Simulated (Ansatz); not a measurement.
H3O4Ta, SMILES `[O]=[Ta]([OH])([OH])[OH]`. The species carries charge 0 and has multiplicity 1. Correlated methods include outer-core shells of Ta, which these sets cover unevenly. Ta takes the def2 core potential.

```
atom    x (Å)    y (Å)    z (Å)
  O1  -1.3355  -1.0842   1.4489
 Ta2  -0.3139  -0.2548   0.3405
  O3  -1.4369   0.7834  -0.8015
  O4   0.6522  -1.5760  -0.6414
  O5   0.8571   0.8517   1.3640
  H6  -1.2944   1.3691  -1.5428
  H7   1.3159  -1.5607  -1.3286
  H8   1.5554   1.4714   1.1609
```

(1) Give the diagnostics of a CCSD(T)/def2-TZVPP run (frozen core, Ansatz 0.2.0). (Estimate.)

Results:

(1) Ansatz gave: T1 = 0.0198, largest single amplitude 0.034, largest double 0.044, (T) share of the correlation energy 4.4 %, 12 CCSD cycles. The RHF solution is stable towards an unrestricted one. T1 lies under the customary mark of 0.02 for closed shells.
